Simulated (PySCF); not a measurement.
An EPR property job and its printed output. Input:

```
{"job": {"kind": "epr", "basis": "pcH-1"}, "charge": 1, "multiplicity": 2}
C     -2.605490     0.238876     0.248269
C     -1.513444    -0.155887    -0.713965
C     -0.109926    -0.043579    -0.287371
C      0.282693     0.520298     0.946806
C      1.601056     0.498231     1.331420
C      2.576892    -0.037817     0.474627
C      2.209970    -0.596293    -0.754807
C      0.894325    -0.575459    -1.145573
H     -2.586289    -0.379900     1.146612
H     -3.577069     0.113575    -0.222172
H     -2.508891     1.276328     0.568993
H     -1.696660    -1.175375    -1.092361
H     -1.602556     0.439757    -1.642070
H     -0.457846     0.959588     1.596348
H      1.896929     0.911721     2.283422
H      3.619398     0.018386     0.752206
H      2.963675    -1.021919    -1.399366
H      0.604477    -0.984214    -2.102674
```

Theory: UKS B3LYP, pcH-1 on C H, non-relativistic, mean-field spin-orbit, GIAO in PySCF 2.14.0. Geometry: GFN2-xTB, one conformer, isolated ion. A GFN2-xTB geometry isn't a minimum of the functional, and hyperfine couplings can be far from their values at a DFT geometry, by a factor of two or more for some ions and for spin on atoms past the first row.

Output of the driver script. The program numbers atoms from 0.

```
UKS, coarse grid
  cycle   1  E = -310.55160551  |g| = 2.66e-01
  cycle   2  E = -310.53978457  |g| = 3.09e-01
  cycle   3  E = -310.58478490  |g| = 5.67e-02
  cycle   4  E = -310.58532105  |g| = 4.59e-02
  cycle   5  E = -310.58648441  |g| = 1.16e-02
  cycle   6  E = -310.58656781  |g| = 3.36e-03
  cycle   7  E = -310.58657812  |g| = 1.28e-03
  cycle   8  E = -310.58657996  |g| = 1.05e-03
  cycle   9  E = -310.58658077  |g| = 2.49e-04
UKS, final grid
  cycle   1  E = -310.58654068  |g| = 3.18e-04
  cycle   2  E = -310.58654062  |g| = 5.24e-04
  cycle   3  E = -310.58654077  |g| = 8.74e-05
  cycle   4  E = -310.58654077  |g| = 7.01e-05
  cycle   5  E = -310.58654078  |g| = 3.68e-05
  cycle   6  E = -310.58654079  |g| = 1.43e-05
E = -310.58654079 Eh   <S^2> = 0.7607 (exact 0.7500)
g shifts (ppm)      1          2          3
  rmc          -135       -135       -135
  gc              2         29         22
  oz_so          22         62        909
  total        -111        -44        796
hyperfine (MHz)  atom isotope    a_iso     a_fc   dipolar eigenvalues
    0   13C      -1.48      -1.48     -0.57     -0.11      0.68
    1   13C     -13.83     -13.83     -6.38     -4.15     10.53
    2   13C      20.41      20.41    -29.82    -29.53     59.35
    3   13C      -6.34      -6.34     -5.58     -4.17      9.76
    4   13C      -8.67      -8.67     -4.66     -3.46      8.12
    5   13C      30.21      30.21    -34.41    -33.29     67.70
    6   13C     -17.81     -17.81     -7.89      3.32      4.57
    7   13C       4.22       4.22    -14.38    -12.86     27.24
    8    1H      11.06      11.06     -1.81     -1.06      2.87
    9    1H      -1.23      -1.23     -1.28     -1.12      2.40
   10    1H       9.15       9.15     -1.81     -1.14      2.95
   11    1H     102.27     102.27     -5.61     -2.48      8.09
   12    1H     151.34     151.34     -6.09     -1.94      8.03
   13    1H      -4.74      -4.74     -4.14     -2.92      7.06
   14    1H      -3.57      -3.57     -4.06     -2.94      7.00
   15    1H     -27.38     -27.38    -16.33     -2.45     18.78
   16    1H       2.40       2.40     -3.10     -0.98      4.08
   17    1H     -11.23     -11.23     -7.38     -3.18     10.57
```

|g| in the SCF lines is the orbital gradient. In the g block, columns 1 to 3 are the principal axes in rising order; rmc is the relativistic mass correction, gc the gauge correction and oz_so the orbital-Zeeman/spin–orbit term. a_fc is the Fermi-contact part of a_iso, here all of it, since this run has no spin–orbit term in the hyperfine coupling.

Q: Is the state sound, as far as the log shows?

A: The SCF converged after 15 cycles in all, 9 of them on the coarse grid; no stability test was run. The unrestricted determinant has ⟨S²⟩ = 0.7607 (exact 0.7500), so spin contamination is small.

Q: What are the principal g values and g_iso?

A: Adding the total shifts to 2.002319 gives 2.00221, 2.00228, 2.00312; their mean shift is 213 ppm, so g_iso = 2.00253.

Q: Which couplings shape the isotropic spectrum at natural abundance (0.05 mT or more)? Keep the log's numbering.

A: atoms 11, 12 (1H, I = 1/2): mean 126.8 MHz = 4.52 mT in magnitude, a 1:2:1 triplet; atom 15 (1H, I = 1/2): -27.4 MHz = 0.98 mT in magnitude, a 1:1 doublet; atoms 13, 17 (1H, I = 1/2): mean -8.0 MHz = 0.28 mT in magnitude, a 1:2:1 triplet; atoms 8, 9, 10 (1H, I = 1/2): mean 6.3 MHz = 0.23 mT in magnitude, a 1:3:3:1 quartet. Together 72 lines to first order. Class means assume fast exchange of nuclei equivalent by connectivity; if that motion is slow, each nucleus keeps its own coupling. The three 1H nuclei of mean +6.3 MHz run from -1.2 to 11.1 MHz in the frozen geometry. The 1H value of +126.8 MHz is a mean of couplings from 102.3 to 151.3 MHz in this one geometry, not an average over conformers. The 1H value of -8.0 MHz is a mean of couplings from -11.2 to -4.7 MHz in this one geometry, not an average over conformers.

Q: What are the principal values of the full tensor of atom 2 (13C)?

A: a_iso plus each dipolar eigenvalue: -9.41, -9.11, 79.76 MHz.

The species is `CC[C+]1[CH]C=CC=C1` [radical] (charge +1). The run used 300 basis functions and 6 iterations of the response equations. C4, the radical centre as drawn in `CC[C+]1[CH]C=CC=C1`, holds a spin population of +0.04 out of 1.

Shape of the structure used: `[CH3:1][CH2:2][C+:3]1[CH:4][CH:5]=[CH:6][CH:7]=[CH:8]1`: C1–C2–C3–C4 -5°.
Labels such as C1 count atoms from 1, the log's own numbers from 0.
